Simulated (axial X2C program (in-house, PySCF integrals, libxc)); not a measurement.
**Worked dissociation energy of RuH: HF, scalar-relativistic**

All values were computed with an in-house all-electron X2C program for linear molecules (integrals from PySCF). Spin-free means the one-electron spin-free X2C Hamiltonian. Basis: Ru dyall-cv3z [12s12p8d5f3g], H dyall-v3z [6s2p1d] (cores contracted in-house); Gaussian nuclei, density fitting, unrestricted open shells. Masses: Ru 101.904 u, H 1.008 u.

Molecular state: M_S = 3/2, Λ = 0 (beyond evenly filled blocks: σα, δ+α, δ-α).

| Item | Value |
| --- | --- |
| E(Ru) (2M_S = 4, M_L = 2) | -4528.041604 hartree |
| E(H) (2M_S = 1, M_L = 0) | -0.500004 hartree |
| E(RuH) at Re | -4528.587912 hartree |
| ωe | 1660.8 cm⁻¹ |
| ωexe | 30.8 cm⁻¹ |

(1) Work out De and D0.

The state is a single determinant with fixed occupations, the lowest that a limited PBE0 search found. De is counted from the lowest determinant-based energies of the atoms at the same level, without counterpoise correction. PBE0 can misorder states that lie within some tenths of an eV, so this need not be the ground state of the molecule. The nearest other spin-free determinant of the search, M_S = 3/2, Λ = 3, lies 0.36 eV up at the distance of the search. The determinant is spin-polarised beyond a pure state at some levels (its spin-free form has ⟨S²⟩ too high), which makes Re and μ there less reliable.

Hartree–Fock lacks correlation and underbinds, often by eV.

Each atomic determinant is the lowest at this level and need not be a pure term. Totals compare only within one Hamiltonian and basis.

## Answers

(1) De = -4528.041604 + (-0.500004) − (-4528.587912) = 0.04630 hartree = 1.260 eV. The zero-point energy is ωe/2 − ωexe/4 = 823 cm⁻¹ = 0.102 eV, so D0 = 1.158 eV.
